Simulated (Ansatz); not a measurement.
Ideal-gas functions of BrClH$_{4}$OSi$_{2}$, SMILES `O[Si]([SiH3])(Cl)Br` at 500 K and 1 bar, from an Ansatz frequency run at PBE0-D4/def2-TZVP.

Molar mass 191.56 g/mol, point group C1 (symmetry number 1), electronic degeneracy 1, moments of inertia 313.306, 467.244, 594.43 u Å². Harmonic wavenumbers (cm⁻¹, unscaled): 85, 99, 114, 160, 179, 230, 281, 355, 477, 514, 535, 573, 816, 862, 929, 932, 949, 2230, 2246, 2249, 3895.

Use S(trans) = R[1.5 ln M + 2.5 ln T − 1.1517]; rotational temperatures θ = 24.2544 K / I; S(rot) = R[ln(√π/σ · √(T³/θAθBθC)) + 1.5]; for each mode x = 1.438777 ν̃/T, S = R[x/(eˣ − 1) − ln(1 − e⁻ˣ)] and H = RT x/(eˣ − 1); 1 cm⁻¹ = 0.0119627 kJ/mol; R = 8.31446 J/(mol·K).

**Question.** By hand: the entropy, in J/(mol·K).

**Answer.** Translation 185.1. Rotation: θ = 0.0774, 0.0519, 0.0408 K, giving 131.0. Vibration, mode by mode: 20.04, 18.78, 17.62, 14.84, 13.92, 11.90, 10.30, 8.49, 6.30, 5.78, 5.50, 5.04, 2.90, 2.61, 2.24, 2.23, 2.14, 0.10, 0.10, 0.10, 0.00, in all 150.9. Electronic 0.0. Sum 467.0 J/(mol·K).

**Question.** By hand: H − E and G − E in kJ/mol, counted from the electronic energy.

**Answer.** Zero-point energy ½ × 18710 × 0.0119627 = 111.9; thermal vibration 36.9; translation, rotation and pV give 4 RT = 16.6. H − E = 165.4 kJ/mol, and G − E = 165.4 − 500 × 467.0/1000 = -68.1 kJ/mol.

Vibration gives 32 % of the entropy, 56.4 J/(mol·K) of it from the modes under 150 cm⁻¹: soft modes count most, and the harmonic formula is weakest for them. The sum counts one conformer and one mirror image; others add a mixing term.
